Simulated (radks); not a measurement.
Ce V, 54 electrons, occupied as [Kr] 4d9 5s2 5p6 6s1 (not the ground configuration).

Calculated with a radial shooting solver on a logarithmic mesh with Libxc functionals: scalar-relativistic Kohn-Sham, PBE, spin-polarised, spherical densities, finite nucleus; open shells are filled with parallel spins first (spin-orbit coupling, left out, can overturn this in heavy ions); Fermi nuclear charge, rms radius 4.8771 fm.

Energy parts (eV):
| part | energy |
|---|---|
| total | -240889.71 |
| kinetic | 255321.54 |
| electron-nucleus | -580356.49 |
| Hartree | 89772.94 |
| exchange-correlation | -5627.71 |

Orbitals (lengths in bohr, moments of r in powers of bohr):
| orbital | occ. | eigenvalue (eV) | <1/r> | <r> |
|---|---|---|---|---|
| 1s up | 1 | -40329.66 | 63.34 | 0.02457 |
| 1s down | 1 | -40329.63 | 63.34 | 0.02457 |
| 2s up | 1 | -6512.386 | 14.60 | 0.1052 |
| 2s down | 1 | -6511.882 | 14.60 | 0.1052 |
| 2p up | 3 | -5839.411 | 13.83 | 0.09237 |
| 2p down | 3 | -5839.014 | 13.83 | 0.09237 |
| 3s up | 1 | -1453.126 | 5.301 | 0.2786 |
| 3s down | 1 | -1452.879 | 5.301 | 0.2786 |
| 3p up | 3 | -1239.114 | 5.020 | 0.2766 |
| 3p down | 3 | -1238.835 | 5.020 | 0.2766 |
| 3d up | 5 | -935.2506 | 4.762 | 0.2535 |
| 3d down | 5 | -934.8230 | 4.762 | 0.2535 |
| 4s up | 1 | -341.9188 | 2.232 | 0.6320 |
| 4s down | 1 | -340.5562 | 2.232 | 0.6321 |
| 4p up | 3 | -271.3054 | 2.066 | 0.6667 |
| 4p down | 3 | -269.9557 | 2.066 | 0.6669 |
| 4d up | 5 | -169.4240 | 1.821 | 0.7259 |
| 4d down | 4 | -168.1225 | 1.820 | 0.7266 |
| 5s up | 1 | -86.5566 | 0.9419 | 1.417 |
| 5s down | 1 | -86.1068 | 0.9402 | 1.418 |
| 5p up | 3 | -66.6641 | 0.8332 | 1.582 |
| 5p down | 3 | -66.2404 | 0.8336 | 1.580 |
| 6s up | 1 | -32.5090 | 0.4363 | 2.980 |
| 6s down | 0 | -31.3996 | 0.4412 | 2.950 |

The highest occupied level is 6s up at -32.509 eV. Summed over all electrons, <r^2> = 42.12 bohr^2, which gives a Langevin (diamagnetic) susceptibility term of -33.4 x 10^-6 cm^3/mol. Spin moment in Bohr magnetons: 2. The density falls to 0.001 e/bohr^3 at r = 4.03 bohr. The spin density at the nucleus is 49.31 e/bohr^3 (1s 0.06, 2s -1.50, 3s 0.15, 4s -0.05, 5s 1.14, 6s 49.50). The electron density at the nucleus is 3.979e+05 e/bohr^3 (large components only).

Run on one thread of a shared host, so times are rough (Arm Neoverse V2): 0.2 s of CPU time, 0.2 s wall, 14 iterations on 2228 mesh points.
